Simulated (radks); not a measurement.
Values are calculated unless marked as measured or tabulated.
Task: The palladium ion Pd2+ is in [Kr] 4d8. Code: a radial shooting solver on a logarithmic mesh with Libxc functionals. Model: scalar-relativistic Kohn-Sham, r2SCAN, spin-polarised, spherical densities, finite nucleus; meta-GGA in the generalised Kohn-Sham scheme; Fermi nuclear charge, rms radius of each element as measured or else 0.836 A^(1/3) + 0.57 fm. Open shells are filled with parallel spins first. One electron is removed from 4p, 3d, 4s, 4d in turn, with full relaxation. Which removal costs least, and what does each cost?

Result: 4d 33.075 eV; 4p 84.412 eV; 4s 119.94 eV; 3d 372.19 eV. The 4d electron leaves first.
